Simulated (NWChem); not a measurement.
The numbers come from NWChem runs, not from measurements. System: trans-dichloroethylene (C₂H₂Cl₂), charge 0, spin multiplicity 1, at a geometry optimised with PBE/def2-SVP. Level: LC-wPBE (omega 0.3 per bohr)/def2-TZVP.

Job file:

```
start mol
memory heap 200 mb stack 900 mb global 1100 mb
geometry units angstroms nocenter noautoz
  Cl    -2.135208    -0.353592     0.000000
  C     -0.561707     0.370088     0.000000
  C      0.561707    -0.370088     0.000000
  Cl     2.135208     0.353592     0.000000
  H     -0.555349     1.470495     0.000000
  H      0.555349    -1.470495     0.000000
  symmetry group C2h
end
basis spherical
  * library def2-tzvp
end
dft
  xc xwpbe 1.00 cpbe96 1.0 hfexch 1.00
  cam 0.3 cam_alpha 0.00 cam_beta 1.00
  direct
  iterations 100
end
task dft energy
```

Part of the output:

```
             Northwest Computational Chemistry Package (NWChem) 7.3.0
             --------------------------------------------------------

                                NWChem Input Module
                                -------------------

 Scaling coordinates for geometry "geometry" by  1.889725989
 (inverse scale =  0.529177249)

 Turning off AUTOSYM since
 SYMMETRY directive was detected!

                             Geometry "geometry" -> ""
                             -------------------------

 Output coordinates in angstroms (scale by  1.889725989 to convert to a.u.)

  No.       Tag          Charge          X              Y              Z
 ---- ---------------- ---------- -------------- -------------- --------------
    1 Cl                  17.0000    -2.13520800    -0.35359200     0.00000000
    2 C                    6.0000    -0.56170700     0.37008800     0.00000000
    3 C                    6.0000     0.56170700    -0.37008800     0.00000000
    4 Cl                  17.0000     2.13520800     0.35359200     0.00000000
    5 H                    1.0000    -0.55534900     1.47049500     0.00000000
    6 H                    1.0000     0.55534900    -1.47049500     0.00000000

 Effective nuclear repulsion energy (a.u.)     174.3689148780

            Nuclear Dipole moment (a.u.)
            ----------------------------
        X                 Y               Z
 ---------------- ---------------- ----------------
     0.0000000000     0.0000000000     0.0000000000

      Symmetry information
      --------------------

 Group name             C2h
 Group number             21
 Group order               4
 No. of unique centers     3

      Symmetry unique atoms

     1    2    5


 Summary of "ao basis" -> "" (spherical)
 ------------------------------------------------------------------------------
       Tag                 Description            Shells   Functions and Types
 ---------------- ------------------------------  ------  ---------------------
 *                         def2-tzvp                  on all atoms

  pbe96 is a nonlocal functional; adding pw91lda local functional.
[...]
              MO Center=  1.0D-14,  2.3D-15, -6.0D-16, r^2= 3.8D+00
   Bfn.  Coefficient  Atom+Function         Bfn.  Coefficient  Atom+Function
  ----- ------------  ---------------      ----- ------------  ---------------
    17      0.292674  1 Cl pz               116      0.292674  4 Cl pz
    45     -0.232522  2 C  pz                76     -0.232522  3 C  pz
    20      0.227063  1 Cl pz               119      0.227063  4 Cl pz
    48     -0.214224  2 C  pz                79     -0.214224  3 C  pz
    14      0.142438  1 Cl pz               113      0.142438  4 Cl pz

 Vector   25  Occ=0.000000D+00  E= 4.435365D-02  Symmetry=bg
              MO Center=  1.9D-14,  5.7D-15, -8.4D-16, r^2= 2.9D+00
   Bfn.  Coefficient  Atom+Function         Bfn.  Coefficient  Atom+Function
  ----- ------------  ---------------      ----- ------------  ---------------
    51      0.604796  2 C  pz                82     -0.604796  3 C  pz
    45      0.308624  2 C  pz                76     -0.308624  3 C  pz
    48      0.281082  2 C  pz                79     -0.281082  3 C  pz
    20     -0.244934  1 Cl pz               119      0.244934  4 Cl pz
    17     -0.094621  1 Cl pz               116      0.094621  4 Cl pz

 Vector   26  Occ=0.000000D+00  E= 8.335519D-02  Symmetry=bu
              MO Center=  7.4D-14,  6.9D-15, -2.8D-16, r^2= 5.3D+00
   Bfn.  Coefficient  Atom+Function         Bfn.  Coefficient  Atom+Function
  ----- ------------  ---------------      ----- ------------  ---------------
    41     -0.546372  2 C  s                 72      0.546372  3 C  s
     5      0.522922  1 Cl s                 18      0.524997  1 Cl px
   104     -0.522922  4 Cl s                117      0.524997  4 Cl px
    42     -0.309047  2 C  s                 73      0.309047  3 C  s
    15      0.256674  1 Cl px               114      0.256674  4 Cl px

 Vector   27  Occ=0.000000D+00  E= 1.176410D-01  Symmetry=ag
              MO Center= -6.7D-14, -1.2D-14,  1.3D-16, r^2= 5.9D+00
   Bfn.  Coefficient  Atom+Function         Bfn.  Coefficient  Atom+Function
  ----- ------------  ---------------      ----- ------------  ---------------
   139      1.801478  5 H  s                145      1.801478  6 H  s
    42     -1.227692  2 C  s                 73     -1.227692  3 C  s
    50     -1.159788  2 C  py                81      1.159788  3 C  py
    41     -0.403143  2 C  s                 72     -0.403143  3 C  s
    19      0.267995  1 Cl py               118     -0.267995  4 Cl py

 center of mass
 --------------
 x =   0.00000000 y =   0.00000000 z =   0.00000000

 moments of inertia (a.u.)
 ------------------
          58.529161959238        -164.866168661341           0.000000000000
        -164.866168661341        1167.909074148010           0.000000000000
           0.000000000000           0.000000000000        1226.438236107248

     Multipole analysis of the density
     ---------------------------------

     L   x y z        total         alpha         beta         nuclear
     -   - - -        -----         -----         ----         -------
     0   0 0 0     -0.000000    -24.000000    -24.000000     48.000000

     1   1 0 0      0.000000      0.000000      0.000000      0.000000
     1   0 1 0     -0.000000     -0.000000     -0.000000      0.000000
     1   0 0 1      0.000000      0.000000      0.000000      0.000000

     2   2 0 0    -29.086981   -299.180262   -299.180262    569.273543
     2   1 1 0     -0.681160    -38.804328    -38.804328     76.927495
     2   1 0 1      0.000000      0.000000      0.000000      0.000000
     2   0 2 0    -25.350153    -30.921824    -30.921824     36.493495
     2   0 1 1     -0.000000     -0.000000     -0.000000      0.000000
     2   0 0 2    -28.490015    -14.245007    -14.245007      0.000000

 Task  times  cpu:      175.4s     wall:      175.4s

 Total times  cpu:      175.5s     wall:      175.5s
```
